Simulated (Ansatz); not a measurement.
IrO₂⁺. Charge 1, multiplicity 3. Geometry PBE0-D4/def2-TZVP, that of the neutral doublet; atoms count from 1.

```csv
atom,x (Å),y (Å),z (Å)
Ir1,0.0551,0.1109,-0.0088
O2,-0.9937,0.3203,-1.3099
O3,0.9386,-0.4312,1.3186
```

In the def2 sets Ir takes a core potential; there is no spin–orbit coupling. At PBE0-D4/def2-TZVP a singlet of charge 1 lies 0.51 eV below the triplet at the same geometry. The structure comes from a short search, and lower isomers may exist.

(1) Estimate the Mulliken populations from the PBE0/def2-TZVP orbitals of Ansatz.

(2) Where does the spin sit?

(3) And the Mayer bond orders between bonded heavy atoms (over 0.3)?

## Answers

(1) 
```json
{"atom": "Ir1", "charge (e)": "1.35", "spin (α − β)": "2.08", "d electrons": "6.46"}
{"atom": "O2", "charge (e)": "-0.17", "spin (α − β)": "-0.04", "d electrons": "–"}
{"atom": "O3", "charge (e)": "-0.17", "spin (α − β)": "-0.04", "d electrons": "–"}
```
Mulliken values and Mayer orders depend strongly on the basis.

(2) Summed by element: Ir 2.08, O -0.08, of 2 unpaired in all. Largest on single atoms: Ir1 2.08, O2 -0.04, O3 -0.04.

(3) Ir1–O2 1.95 (1.68 Å); Ir1–O3 1.95 (1.68 Å). Values over 0.3 also appear between atoms too far apart for a bond (O2–O3 0.60 at 3.35 Å); they arise where an orbital or an unpaired electron spreads over both atoms.
